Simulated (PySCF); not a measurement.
SMILES OC[SiH2]C(=O)OC (C3H8O3Si), GFN2-xTB optimised geometry.

```
15

C      2.98     1.49     3.07
O      2.56     0.71     1.95
C      1.31     0.88     1.52
O      0.53     1.65     2.03
Si     0.90    -0.23     0.00
C     -1.01    -0.23     0.00
O     -1.49     1.11     0.00
H      2.36     1.27     3.94
H      4.01     1.23     3.26
H      2.88     2.56     2.84
H      1.43     0.45    -1.18
H      1.49    -1.55     0.21
H     -1.42    -0.69    -0.90
H     -1.43    -0.78     0.86
H     -1.13     1.55     0.78
```

Density from PySCF with B3LYP/def2-TZVP at that geometry.

Minimum of the electron density along straight lines between bonded atoms, close to the bond critical point (lines longer than 1.1 times the sum of covalent radii, or with two minima, are not listed):

| bond | length / Å | ρ at the minimum / e bohr⁻³ | ∇²ρ there / e bohr⁻⁵ | position (fraction from the first atom) |
|---|---|---|---|---|
| C1–O2 | 1.426 | 0.248 | -0.49 | 0.35 |
| O2–C3 | 1.331 | 0.315 | -0.60 | 0.66 |
| C3–O4 | 1.212 | 0.422 | -0.24 | 0.34 |
| C3–Si5 | 1.925 | 0.113 | 0.17 | 0.62 |
| Si5–C6 | 1.915 | 0.120 | 0.11 | 0.39 |
| C6–O7 | 1.418 | 0.261 | -0.59 | 0.37 |
| C1–H8 | 1.092 | 0.287 | -1.02 | 0.65 |
| C1–H9 | 1.087 | 0.290 | -1.05 | 0.65 |
| C1–H10 | 1.092 | 0.287 | -1.02 | 0.65 |
| Si5–H11 | 1.462 | 0.126 | 0.18 | 0.49 |
| Si5–H12 | 1.461 | 0.126 | 0.18 | 0.49 |
| C6–H13 | 1.092 | 0.283 | -0.99 | 0.64 |
| C6–H14 | 1.100 | 0.278 | -0.95 | 0.64 |
| O7–H15 | 0.969 | 0.356 | -2.41 | 0.81 |
